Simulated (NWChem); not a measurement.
System meant: CHAgOS; SMILES [O+]#[C-]->[Ag][SH]

NWChem input:

```
start job
memory heap 200 mb stack 900 mb global 1100 mb
geometry units angstroms noautoz
  Ag    -0.192510    -0.052924    -0.000053
  S     -0.171198     2.254731    -0.009386
  H     -1.527759     2.348034    -0.131382
  O     -0.179367    -3.191916     0.010313
  C     -0.167699    -2.045930     0.006780
end
basis spherical
  * library def2-svp
end
dft
  xc b3lyp
  iterations 150
  mulliken
end
task dft energy
```

End of the output:

```
             Northwest Computational Chemistry Package (NWChem) 7.3.0
             --------------------------------------------------------

 CS  symmetry detected

                             Geometry "geometry" -> ""
                             -------------------------

 Output coordinates in angstroms (scale by  1.889725989 to convert to a.u.)

  No.       Tag          Charge          X              Y              Z
 ---- ---------------- ---------- -------------- -------------- --------------
    1 Ag                  47.0000     0.00939956    -0.02897114     0.00000000
    2 S                   16.0000     0.04833183     2.27847126     0.00000000
    3 H                    1.0000    -1.31291008     2.38271453     0.00000000
    4 O                    8.0000    -0.00180377    -3.16798674     0.00000000
    5 C                    6.0000     0.01870862    -2.02211952     0.00000000

 Effective nuclear repulsion energy (a.u.)     373.7794718007

      Symmetry information
      --------------------

 Group name             Cs
 Group number              2
 Group order               2
 No. of unique centers     5

                                 NWChem DFT Module
                                 -----------------

 Summary of "ao basis" -> "ao basis" (spherical)
 ------------------------------------------------------------------------------
       Tag                 Description            Shells   Functions and Types
 ---------------- ------------------------------  ------  ---------------------
 Ag                         def2-svp                11       31   5s3p2d1f
 S                          def2-svp                 8       18   4s3p1d
 H                          def2-svp                 3        5   2s1p
 O                          def2-svp                 6       14   3s2p1d
 C                          def2-svp                 6       14   3s2p1d

      Symmetry analysis of basis
      --------------------------

        a'         58
        a"         24

            General Information
            -------------------
          SCF calculation type: DFT
          Wavefunction type:  closed shell.
          No. of atoms     :     5
          No. of electrons :    78
           Alpha electrons :    39
            Beta electrons :    39
          Charge           :     0
          Spin multiplicity:     1
          Use of symmetry is: on ; symmetry adaption is: on
          Maximum number of iterations: 150
          AO basis - number of functions:    82
                     number of shells:    34
          Convergence on energy requested:  1.00D-06
          Convergence on density requested:  1.00D-05
          Convergence on gradient requested:  5.00D-04

              XC Information
              --------------
                         B3LYP Method XC Potential
                     Hartree-Fock (Exact) Exchange  0.200
                        Slater Exchange Functional  0.800 local
                    Becke 1988 Exchange Functional  0.720 non-local
              Lee-Yang-Parr Correlation Functional  0.810
                  VWN I RPA Correlation Functional  0.190 local

             Grid Information
             ----------------
          Grid used for XC integration:  medium
          Radial quadrature: Mura-Knowles
          Angular quadrature: Lebedev.
          Tag              B.-S. Rad. Rad. Pts. Rad. Cut. Ang. Pts.
          ---              ---------- --------- --------- ---------
          Ag                  1.60      123           9.0       590
          S                   1.00       88          11.0       590
          H                   0.35       45          11.0       434
          O                   0.60       49          13.0       434
          C                   0.70       49          12.0       434
          Grid pruning is: on
          Number of quadrature shells:   354
          Spatial weights used:  Erf1

      Superposition of Atomic Density Guess
      -------------------------------------

 Sum of atomic energies:       -1630.11799197

      Non-variational initial energy
      ------------------------------

 Total energy =   -1635.367059
 1-e energy   =   -2983.539285
 2-e energy   =     974.392754
 HOMO         =      -1.008296
 LUMO         =      -0.904899

      Symmetry analysis of molecular orbitals - initial
      -------------------------------------------------

  Numbering of irreducible representations:

     1 a'          2 a"

  Orbital symmetries:

     1 a'          2 a'          3 a'          4 a'          5 a'
     6 a"          7 a'          8 a'          9 a'         10 a"
    11 a'         12 a"         13 a'         14 a'         15 a'
    16 a"         17 a'         18 a"         19 a'         20 a"
    21 a'         22 a'         23 a'         24 a'         25 a"
    26 a'         27 a'         28 a"         29 a'         30 a'
    31 a'         32 a"         33 a'         34 a'         35 a"
    36 a'         37 a'         38 a'         39 a"         40 a'
    41 a'         42 a"         43 a'         44 a'         45 a"
    46 a'         47 a'         48 a"         49 a'

     ---------------------------------------------
      Total Density - Mulliken Population Analysis
     ---------------------------------------------

    Atom       Charge   Shell Charges
 -----------   ------   -------------------------------------------------------
    1 Ag  47    56.90   2.00  2.01  2.04  3.28 -0.55  6.02  7.16 -0.16 10.03 11.07 14.00
    2 S   16    12.11   2.00  1.99  1.04  0.94  5.91  0.57 -0.33 -0.01
    3 H    1     0.16   0.19 -0.04  0.01
    4 O    8     3.57   1.99  0.83  0.30  0.41  0.03  0.02
    5 C    6     5.25   1.99  1.32  0.07  2.56 -0.67 -0.02

[...]
```

**Question.** Find the fault in this run and fix the input.

**Answer.** The run ends normally but its numbers are meaningless: the def2 basis of a heavy element holds valence functions alone and wants its effective core potential (without it all electrons must fit into that basis). This input runs:
```
start job
memory heap 200 mb stack 900 mb global 1100 mb
geometry units angstroms noautoz
  Ag    -0.192510    -0.052924    -0.000053
  S     -0.171198     2.254731    -0.009386
  H     -1.527759     2.348034    -0.131382
  O     -0.179367    -3.191916     0.010313
  C     -0.167699    -2.045930     0.006780
end
basis spherical
  * library def2-svp
end
ecp
  Ag library def2-ecp
end
dft
  xc b3lyp
  iterations 150
  mulliken
end
task dft energy
```
It converges to -658.96664 Ha (B3LYP/def2-SVP with def2 effective core potentials on Ag). The faulty run gave -1731.852 Ha, with all electrons squeezed into the valence basis.
